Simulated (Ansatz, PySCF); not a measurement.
C₃H₇O, SMILES CC(C)[O], multiplicity 2. Atoms are numbered in the order given.

```xyz
11

C     -1.1510    -0.8602    -0.0128
C     -0.0543     0.1915    -0.2449
C      1.3724    -0.3787    -0.1968
O     -0.2088     1.3019     0.5412
H     -1.0394    -1.2994     0.9913
H     -1.0869    -1.6725    -0.7533
H     -2.1432    -0.3911    -0.0774
H     -0.2107     0.6197    -1.2696
H      1.5712    -0.8012     0.8010
H      1.5073    -1.1775    -0.9424
H      2.1043     0.4194    -0.3872
```
Charge 0, spin multiplicity 2.

Coordinates come from a TPSSh-D3(BJ)/def2-SVP optimisation. The isomer is the one that the SMILES or the coordinates give; other isomers of the formula were not compared.

Two levels are set side by side: PBE-D3(BJ)/def2-SVP (Ansatz, a program for electronic structure) and TPSSh-D3(BJ)/def2-SVP (PySCF). Each level has its own optimised geometry; the coordinates shown are those of the second. Frequencies come from the Hessian of PySCF at each geometry. Differences are taken from unrounded values.

```csv
quantity,TPSSh-D3(BJ)
mean bond length (Å),1.217
bond C1–C2 (Å),1.537
bond C2–C3 (Å),1.537
bond C2–O4 (Å),1.369
bond C1–H5 (Å),1.102
bond C1–H6 (Å),1.101
bond C1–H7 (Å),1.099
bond C2–H8 (Å),1.121
bond C3–H9 (Å),1.102
bond C3–H10 (Å),1.101
bond C3–H11 (Å),1.099
highest harmonic wavenumber (cm⁻¹),3142
mean harmonic wavenumber (cm⁻¹),1522
zero-point energy (kcal/mol),58.73
```

What does PBE-D3(BJ) give, and how far is it from TPSSh-D3(BJ)? (Estimate from the structure and the level; the computed values follow.)


```tsv
quantity	PBE-D3(BJ)	PBE-D3(BJ) minus TPSSh-D3(BJ)
mean bond length (Å)	1.223	0.006
bond C1–C2 (Å)	1.543	0.006
bond C2–C3 (Å)	1.543	0.006
bond C2–O4 (Å)	1.353	-0.016
bond C1–H5 (Å)	1.109	0.008
bond C1–H6 (Å)	1.108	0.007
bond C1–H7 (Å)	1.107	0.007
bond C2–H8 (Å)	1.139	0.017
bond C3–H9 (Å)	1.109	0.008
bond C3–H10 (Å)	1.108	0.007
bond C3–H11 (Å)	1.107	0.007
highest harmonic wavenumber (cm⁻¹)	3088	-55
mean harmonic wavenumber (cm⁻¹)	1472	-50
zero-point energy (kcal/mol)	56.81	-1.92
```

Exact exchange shortens and stiffens bonds; PBE has none. Differences between two approximate levels are no errors against the true value.
